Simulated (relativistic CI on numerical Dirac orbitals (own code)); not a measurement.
Hyperfine structure of Tl¹⁶⁺, mass number 205

Computed by Dirac-Coulomb-Breit CI, orbitals from a KLI potential per configuration, QED by a radiative potential, unscaled Slater integrals (own radial code, finite nucleus).

CI space (outside the closed core [Kr] 4d10): 4f14 5s2 5p3, 4f14 5s 5p4, 4f14 5s2 5p2 5d, 4f13 5s2 5p4, 4f14 5s 5p3 5d, 4f14 5s2 5p2 5f, 4f14 5s2 5p2 5g, 4f14 5s 5p3 5f, 4f14 5s2 5p2 6s, 4f13 5s2 5p3 5d, 4f14 5p5, 4f13 5p6, 4f14 5s2 5p 5d2, 4f14 5s2 5d3, 4f14 5s 5p 5d3, 4f14 5s2 5d2 5f, 4f14 5s2 5d2 5g, 4f14 5s2 5p 5f2, 4f14 5s2 5d 5f2, 4f14 5s 5p 5d 5f2, 4f14 5s2 5f3, 4f14 5s2 5f2 5g. Double excitations out of closed p, d and f shells are left out; levels of such configurations are missing from the list, as are those of other unlisted configurations, and high levels can miss mixing partners. Some configurations lack a partner that the ground configuration has and come out too high, among them 4f13 5s2 5p3 5d, 4f14 5s 5p3 5f, 4f14 5s2 5p2 6s.

Nuclear spin I = 1/2, μ = 1.632 μN (tables of Stone and Pyykkö). The electronic factors are computed for point nuclear moments, without core polarisation or the Bohr-Weisskopf and QED corrections.

| Level | E (eV) | A (GHz) |
| --- | --- | --- |
| 4f14 5s2 5p3 2D°_5/2 | 25.5758 | 134.8 |
| 4f14 5s2 5p3 2P°_1/2 | 28.9068 | 485.3 |
| 4f14 5s2 5p3 2P°_3/2 | 52.3266 | 48.84 |
| 4f14 5s 5p4 4P_5/2 | 66.2826 | 316.2 |
| 4f13 5s2 5p4 4G°_11/2 | 78.5137 | 22.12 |
| 4f13 5s2 5p4 2D°_3/2 | 78.9372 | -21.52 |

Levels with J = 0, under 50 % of one LS term, or S terms without an open s electron are left out. Small factors come from cancelling terms and can be off by tens of per cent or more.

At this charge transitions that keep the count of f electrons are usually good to a few per cent. Levels that differ in their count of f electrons can be misplaced by several ten thousand cm⁻¹, since the correlation energy of f electrons is missing or only estimated; rates across such gaps can be off by orders of magnitude.

(1) Give the hyperfine levels of 4f14 5s2 5p3 2P°_1/2 relative to its centre of gravity.

## Answers

(1) With K = F(F + 1) − I(I + 1) − J(J + 1), E = AK/2: F = 0: -364, F = 1: 121.3 GHz.

LS names give the leading component of a level, which can be under half, so a name can repeat, a term be missing and a line seem to break the LS rules.
